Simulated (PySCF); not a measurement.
Input of a run (PBE0-D3(BJ)/def2-SVP geometry optimisation, gas phase (PySCF 2.14.0)), started from GFN2-xTB:
```
{"job": {"xc": "PBE0", "basis": "def2-SVP", "d3": "d3bj", "grid": 2, "kind": "geom"}, "charge": 0, "multiplicity": 1}
C     -2.253722     0.514364     0.560915
Se    -2.713222     0.391289    -1.328916
C     -0.973988    -0.068317    -1.954438
F     -0.973158    -0.232376    -3.286121
C      0.094014    -0.213247    -1.212122
C      1.058713    -0.294859    -0.392284
C      2.039846    -0.420901     0.404620
C      3.053082    -0.490274     1.225310
F      3.814565     0.579974     1.525854
H     -1.926539    -0.459892     0.916524
H     -3.147267     0.827528     1.092987
H     -1.462397     1.248868     0.689320
H      3.385683    -1.381671     1.740623
```

Output (energies in Eh, forces in Eh/bohr):
```
step   0  E = -2830.77238071  max force = 0.016311
step   1  E = -2830.77370081  max force = 0.005456
step   2  E = -2830.77397227  max force = 0.002455
step   3  E = -2830.77399962  max force = 0.003211
step   4  E = -2830.77415130  max force = 0.000856
step   5  E = -2830.77416863  max force = 0.000492
step   6  E = -2830.77417516  max force = 0.000478
step   7  E = -2830.77418185  max force = 0.000318
optimisation converged
```

Problem. Summarise the run.

Solution. The energy falls by 1.1 kcal/mol over 8 energy and gradient evaluations, the largest force component goes from 0.0163 to 3.2e-04 Eh/bohr, and the atoms move by 0.083 Å rms after alignment. The bond that changes most is C8–F9 (outer carbon of cumulated double bonds to vinyl fluorine), which shortens by 0.018 Å. Bonds longer at the end by more than 0.005 Å: 8 of 12; shorter: 4. Among the angles that change most is C3–C5–C6, from 173.9° to 176.3°. The energy never rose by more than 1e-6 Eh on the way. The first step brought 73 % of the lowering.

Problem. What are the final bond lengths?

Solution. C1–Se2 1.935 Å, Se2–C3 1.889 Å, C3–F4 1.330 Å, C3=C5 1.320 Å, C5=C6 1.279 Å, C6=C7 1.283 Å, C7=C8 1.316 Å, C8–F9 1.329 Å, C1–H10 1.098 Å, C1–H11 1.098 Å, C1–H12 1.098 Å, C8–H13 1.097 Å. Numbering counts from 1 in the input's order; the species is `C[Se]C(F)=C=C=C=CF`.

The run used 164 basis functions and 68 SCF cycles in all. Time: 1.8 min wall; peak memory 0.85 GiB. Hardware: an Arm Neoverse V1 with one thread, shared host.

Not checked by PBE0-D3(BJ)/def2-SVP frequencies. One conformer, not necessarily the lowest.

Shape of the structure used: `[CH3:1][Se:2][C:3]([F:4])=[C:5]=[C:6]=[C:7]=[CH:8][F:9]`: C1–Se2–C3–F4 180°.
